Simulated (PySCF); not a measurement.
Ga(Cl)2(OH) (Cl₂GaHO), SMILES [OH][Ga]([Cl])[Cl]. Atoms are numbered in the order given.

```xyz
5

Ga    -0.2656    -0.0047     0.0000
Cl     0.8308     1.8393     0.0000
Cl     0.7557    -1.8762     0.0000
O     -2.0389    -0.0128     0.0000
H     -2.4271     0.8734     0.0000
```

Geometry optimised at B3LYP-D3(BJ)/def2-SVP. The values are those of a single conformer.

Calculation: HF/pcSseg-1 (PySCF).

GIAO shieldings, no solvent; atoms listed in one row are averaged. δ = σ(ref) − σ: ³⁵Cl against HCl (σ = 958.2 ppm); ¹⁷O against H2O (σ = 333.0 ppm); ¹H against TMS (σ = 31.99 ppm), references at their B3LYP-D3(BJ)/def2-TZVP geometries, non-relativistic (without spin–orbit terms, shifts of atoms bonded to Cl or Br come out too high).

| nucleus | atoms | count | δ (ppm) |
|---|---|---|---|
| ³⁵Cl | Cl2 | 1 | -45.1 |
| ³⁵Cl | Cl3 | 1 | -58.5 |
| ¹⁷O | O4 | 1 | 36.4 |
| ¹H | H5 | 1 | 2.52 |
